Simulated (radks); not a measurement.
Problem. The mean radii <r> (bohr) of the occupied orbitals of an atom or ion are listed with their occupations. All-electron calculation, non-relativistic Kohn-Sham, LDA (Slater exchange, Perdew-Wang correlation), spin-polarised, spherical densities, point nucleus. Program: a radial shooting solver on a logarithmic mesh with Libxc functionals.

| orbital | occ. | <r> |
|---|---|---|
| 1s up | 1 | 0.2012 |
| 1s down | 1 | 0.2003 |
| 2s up | 1 | 1.080 |
| 2s down | 1 | 1.123 |
| 2p up | 3 | 1.083 |

Name the element and its charge. Open shells, if any, are filled with parallel spins first.

Solution. Z = 8, oxygen, charge +1: O+ in [He] 2s2 2p3. The 1s radius gives Z: for a bare nucleus <r> = 1.5/Z, 0.1875 bohr for Z = 8, and screening makes it slightly larger (0.2012 here). The occupations add up to 7, and the charge is Z minus that.
